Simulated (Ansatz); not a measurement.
`F[SiH2][S][GeH3]` → `[GeH3]`• + `F[SiH2][S]`•  (homolysis of the Ge–S bond)

Calculated with Ansatz (gas phase, PBE0-D4/def2-TZVP geometries, no zero-point term in ΔE). CBS: MP2 limit from def2 TZ/QZ plus the TZ coupled-cluster correction, frozen cores. Functionals use def2-TZVPP. Open shells (•) are unrestricted, without spin–orbit coupling. For Ge outer-core shells are correlated without core-valence functions, which leaves a few kJ/mol of doubt a bond. Scalar relativity is left out up to krypton. Each species was taken in one conformer, which may not be the lowest.

`F[SiH2][S][GeH3]`:

```xyz
9

F    -0.364    1.872   -1.244
Si   -0.385    0.304   -1.566
S     1.161   -0.712   -0.556
Ge    0.468   -0.392    1.546
H    -0.142    0.123   -3.014
H    -1.719   -0.181   -1.148
H    -1.064   -0.307    1.549
H     1.085    0.901    2.093
H     0.960   -1.608    2.339
```

`[GeH3]`•:

Z-matrix (Å, degrees):
```
Ge
H 1 1.539
H 1 1.539 2 111.1
H 1 1.539 2 111.1 3 124.3
```

`F[SiH2][S]`•:

Z-matrix (Å, degrees):
```
Si
F 1 1.596
S 1 2.099 2 114.0
H 1 1.482 2 107.4 3 -118.9
H 1 1.482 2 107.4 3 118.9
```

CCSD(T)/CBS gives +3.64 eV.

(1) Another level gave +3.41 eV. Which?
A. PBE0-D4/def2-TZVPP
B. BLYP/def2-TZVPP
C. BHLYP/def2-TZVPP
D. PBE0/def2-TZVPP

Largest T1 diagnostic among the species: 0.014.

Answers

(1) D. PBE0 3.41, BHLYP 3.20, PBE0-D4 3.50, BLYP 3.09 eV.

Leaving LDA and LC-ωPBE aside and taking each functional with its dispersion term where it has one, the values, not all of them listed here, spread over 0.28 eV, from BLYP-D4 to ωB97X-V. LDA lies +0.57 eV from PBE without D4, its usual overbinding. At CCSD(T), def2-SVP lies −0.38 eV from the extrapolated value and def2-TZVPP −0.15 eV: correlation converges slowly with the basis, and small sets miss more of it in the bonded molecule than in its fragments. From BLYP to BHLYP (50 % exact exchange), in def2-TZVPP and without D4, ΔE moves by +0.11 eV.

CCSD(T)/CBS has its own doubt, a few kJ/mol and more with outer-core shells, so smaller differences from it don't rank the levels.
